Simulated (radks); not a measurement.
Excited configurations of Cs II: one electron is placed in a higher orbital outside [Kr] 4d10 5s2 5p5. The ground configuration is [Xe]. Calculated with a radial shooting solver on a logarithmic mesh with Libxc functionals: scalar-relativistic Kohn-Sham, BLYP, spin-polarised, spherical densities, point nucleus; open shells are filled with parallel spins first (spin-orbit coupling, left out, can overturn this in heavy ions). Excitation = E - E(ground); binding = E(ion) - E, where the ion is the core of charge +2; n* = 2/sqrt(2 binding) in atomic units, and the quantum defect is n - n*.

outer orbital,excitation (eV),binding (eV),quantum defect,eigenvalue (eV)
4f,19.003,4.267,0.429,-2.303
5d,14.170,9.101,2.555,-5.921
6p,15.988,7.282,3.266,-5.499
6f,20.988,2.283,1.117,-1.710
7s,18.241,5.029,3.710,-3.968

The Delta-SCF ionisation energy is 23.270 eV (NIST Atomic Spectra Database: 23.157 eV, measured). Self-interaction in the functional shifts the binding energies and quantum defects, so they are the method's values and not measured ones. Open shells are spherical and high-spin; term and fine-structure splittings are not resolved. Spin-orbit splitting is averaged out at the scalar-relativistic level.
